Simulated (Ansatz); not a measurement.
A nudged elastic band was laid between two geometries of AlH₅OSSi (9 atoms, charge 0, multiplicity 1).

Level of theory: RKS B3LYP-D4/def2-SVP (Ansatz 0.2.0).

* movable images: 7
* climbing image: yes
* spring: 5.0 eV/Å²
* optimiser: quadratic models (default)
* start path: through a guess of the saddle point
* force threshold: 0.05 eV/Å
* iteration limit: 60
* end points: relaxed

First end point:

```xyz
9
Properties=species:S:1:pos:R:3
Al -0.453 1.532 -1.340
O 0.267 0.120 -0.701
Si 0.572 -1.139 0.316
S -0.857 -1.239 1.933
H -0.457 1.692 -2.909
H -1.034 2.601 -0.334
H 1.950 -0.993 0.858
H 0.408 -2.438 -0.388
H -0.394 -0.136 2.566
```

Last end point:

```xyz
9
Properties=species:S:1:pos:R:3
Al -0.456 1.776 -1.461
O 0.218 0.273 -1.043
Si 0.744 -1.292 -0.740
S -0.773 -1.518 1.692
H 0.140 2.563 -2.694
H -1.655 2.312 -0.577
H 1.870 -0.957 0.277
H -0.032 -2.550 2.157
H -0.056 -0.607 2.389
```

Question: What changes between the two ends?

Answer: Bonds broken: Si3–H8. Bonds formed: S4–H8. AlH5OSSi becomes AlH3OSi + H2S.

Question: Give the energies along the band, and the barrier.

Answer: The run converged. The highest image is number 4 of 0 to 8, 62.8 kcal/mol above the first end and 12.0 kcal/mol above the last; the last end lies 50.8 kcal/mol above the first. A structure lower than the last end lies on the path between it and the top, so the climb from that side starts below the end, which may itself be a saddle point or a shallow side well. Neighbouring images differ by up to 2.3 eV, so the band resolves the path poorly. A vibrational analysis at the climbing image gives one clearly imaginary mode, 877i cm⁻¹: a first-order saddle point. The orbitals stay closed-shell, which can raise the energy where a bond breaks towards radicals; this wasn't checked here.

```
image  path coordinate (Å)  energy (kcal/mol)  Si3–H8 (Å)  S4–H8 (Å)
    0                 0.00                0.0        1.49       2.90
    1                 0.98                0.2        1.49       2.90
    2                 1.97                1.6        1.49       3.00
    3                 2.95                9.3        1.47       2.65
    4                 3.94               62.8        1.62       1.71
    5                 4.77               53.6        2.61       1.36
    6                 5.60               50.6        3.33       1.35
    7                 6.43               50.8        3.28       1.35
    8                 7.26               50.8        3.25       1.35
```

Question: What is the geometry of the highest image?

Answer: 
```xyz
9
Properties=species:S:1:pos:R:3
Al -0.474 1.565 -1.580
O 0.357 0.186 -0.990
Si 0.776 -1.122 -0.079
S -0.798 -0.857 2.055
H 0.077 2.204 -2.911
H -1.730 2.080 -0.779
H 2.012 -0.747 0.698
H -0.384 -1.894 0.755
H 0.163 -1.414 2.831
```

The band took 28 iterations and about 11 core-minutes.

The run took 6 min on 2 threads of Intel(R) Xeon(R) Platinum 8375C CPU @ 2.90GHz (Ice Lake), with other jobs on the host, peak memory 0.25 GiB.
